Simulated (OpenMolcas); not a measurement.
Au3+ among 3 point charges of -2.5 e arranged as a planar triangle (D3h), 2.4 Å from the ion.

- Program: OpenMolcas 26.06
- Method: SS-CASPT2, IPEA 0.25 Eh, imaginary shift 0.1 Eh (closed shells correlated: 4f 5s 5p)
- Basis: ANO-RCC-VDZP [7s6p4d2f]
- Scalar Hamiltonian: DKH2, point nucleus
- Active space: 8 electrons in 5 orbitals (5d)
- State averaging: 2S+1 = 3 even, 10 roots; 2S+1 = 1 even, 15 roots
- Spin-orbit coupling: RASSI with atomic mean-field integrals over the reference wave functions

Q: What is the spin-free ground state (labels of D3, the rotations of D3h)?

A: 3A2, 1-fold in its orbital part, 61 % from free-ion F terms; it has the highest spin that d8 allows.

Q: Where is the first state of the same spin?

A: 3A1 at 892 cm-1 above the ground state.

Q: What are the lowest two levels with spin-orbit coupling?

A: A 2-fold level E with g = 0.00, 0.00, 9.82, then a 1-fold level A1 820 cm-1 above it. Their leading multiplicities are 3 (92 %) and 3 (82 %).

Q: What is χT at 300 K, and how does it compare with the textbook value?

A: The lowest level has 2S+1 = 3, for which the spin-only value is χT = S(S+1) / 2 = 1.000 cm3 K/mol (g = 2). The computed 3.100 at 300 K differs by +2.100, through orbital momentum, spin-orbit coupling and any other state in reach.

Roots that are degenerate in the reference are averaged as groups; the widest CASPT2 spread within a group is 70 cm-1 (the 2-fold group of multiplicity 3 near 4560 cm-1 above the lowest state of its run). Shifts and gaps below about the spread of the groups concerned are not significant. Spin-orbit coupling mixes the spin-free states strongly: the lowest level takes only 46 % from its leading state, 3A1, which lies 892 cm-1 above the lowest spin-free state. Real 4d8 and 5d8 ions are as a rule square planar and diamagnetic. The ground term spreads over less than 5000 cm-1, several times less than with real ligands, so orbital moments are less quenched and χT lies further from the spin-only value than at real sites. Free-ion shares, where given, are those of the reference states; single-state CASPT2 does not remix them. Point charges carry no covalency, so the field is a model and not that of real ligands. No measured value stands beside these numbers.

With an even number of electrons the g values are those of a degenerate or nearly degenerate non-Kramers pair.
